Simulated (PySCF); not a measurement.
Atomic charges by several schemes

Compound: C5H13NSi.
Cartesian coordinates in Å at the GFN2-xTB level; atoms count from 1:
```
atom  x, y, z in Å
C1     1.721    2.604   -0.880
N2     1.634    1.375   -0.689
Si3    0.710    0.096   -1.374
C4    -0.381   -0.559    0.058
C5     0.470   -0.801    1.304
C6    -1.022   -1.878   -0.369
C7    -1.487    0.441    0.396
H8     2.402    3.191   -0.267
H9     1.162    3.161   -1.636
H10   -0.153    0.401   -2.527
H11    1.746   -0.868   -1.743
H12   -0.144   -1.190    2.117
H13    1.258   -1.521    1.097
H14    0.934    0.124    1.637
H15   -1.652   -1.741   -1.245
H16   -1.640   -2.280    0.434
H17   -0.260   -2.616   -0.613
H18   -2.122    0.627   -0.468
H19   -2.116    0.056    1.200
H20   -1.064    1.390    0.721
```

Density: PBE0/pcSseg-1 (PySCF); schemes: Mulliken, IAO, Hirshfeld and ESP-fitted. One conformer (not necessarily the lowest) at the GFN2-xTB geometry, without solvent, vibrations or thermal averaging.

Problem. At which atom do the 4 schemes differ most?

Solution. At C4: from -0.758 (Mulliken) to +0.372 e (ESP-fitted), 1.130 e apart.

Problem. Do the Mulliken, IAO, Hirshfeld and ESP-fitted schemes agree on where the charge is highest?

Solution. All schemes agree: Mulliken Si3 (+0.782); IAO Si3 (+0.862); Hirshfeld Si3 (+0.358); ESP-fitted Si3 (+0.632).

Problem. What partial charge does each atom carry?

Solution. In e:

| atom | environment | Mulliken | IAO | Hirshfeld | ESP-fitted |
| --- | --- | --- | --- | --- | --- |
| C1 | C=N carbon | +0.058 | -0.077 | +0.029 | +0.274 |
| N2 | C=N nitrogen | -0.559 | -0.515 | -0.218 | -0.584 |
| Si3 | SiH2 silicon | +0.782 | +0.862 | +0.358 | +0.632 |
| C4 | sp3 carbon bound to silicon | -0.758 | -0.199 | -0.054 | +0.372 |
| C5 | methyl carbon | -0.164 | -0.411 | -0.122 | -0.513 |
| C6 | methyl carbon | -0.176 | -0.413 | -0.120 | -0.528 |
| C7 | methyl carbon | -0.177 | -0.412 | -0.121 | -0.444 |
| H8 | hydrogen on a C=N carbon | +0.113 | +0.139 | +0.048 | +0.026 |
| H9 | hydrogen on a C=N carbon | +0.092 | +0.106 | +0.043 | +0.017 |
| H10 | Si–H hydrogen | -0.116 | -0.158 | -0.089 | -0.169 |
| H11 | Si–H hydrogen | -0.095 | -0.129 | -0.081 | -0.141 |
| H12 | methyl hydrogen | +0.102 | +0.129 | +0.035 | +0.138 |
| H13 | methyl hydrogen | +0.112 | +0.135 | +0.038 | +0.116 |
| H14 | methyl hydrogen | +0.122 | +0.144 | +0.033 | +0.114 |
| H15 | methyl hydrogen | +0.112 | +0.133 | +0.037 | +0.112 |
| H16 | methyl hydrogen | +0.109 | +0.134 | +0.039 | +0.143 |
| H17 | methyl hydrogen | +0.114 | +0.135 | +0.038 | +0.115 |
| H18 | methyl hydrogen | +0.111 | +0.133 | +0.035 | +0.095 |
| H19 | methyl hydrogen | +0.108 | +0.134 | +0.039 | +0.118 |
| H20 | methyl hydrogen | +0.113 | +0.134 | +0.034 | +0.106 |

Mean size of the charges over all atoms: ESP-fitted 0.238 e, IAO 0.232 e, Mulliken 0.205 e, Hirshfeld 0.080 e. Each set sums to the total charge, 0, to within 0.001 e. The ESP scheme is a least-squares fit of atom-centred charges to the potential on four shells outside the van der Waals surface, with the total charge fixed.

Problem. Sum the charges by element, for elements with more than one atom.

Solution. 
```json
{"element": "C", "atoms": "5", "Mulliken": "-1.219", "IAO": "-1.514", "Hirshfeld": "-0.388", "ESP-fitted": "-0.839"}
{"element": "H", "atoms": "13", "Mulliken": "+0.996", "IAO": "+1.167", "Hirshfeld": "+0.248", "ESP-fitted": "+0.791"}
```

Problem. How many electrons does the IAO scheme count on C1?

Solution. Z − q = 6 − (-0.077) = 6.077.

Problem. How closely do the schemes follow one another over all atoms?

Solution. Correlation coefficient and root-mean-square difference: IAO with Hirshfeld 0.97, 0.192 e; Mulliken with Hirshfeld 0.86, 0.207 e; Hirshfeld with ESP-fitted 0.85, 0.217 e; Mulliken with IAO 0.85, 0.161 e; IAO with ESP-fitted 0.85, 0.167 e; Mulliken with ESP-fitted 0.53, 0.290 e.
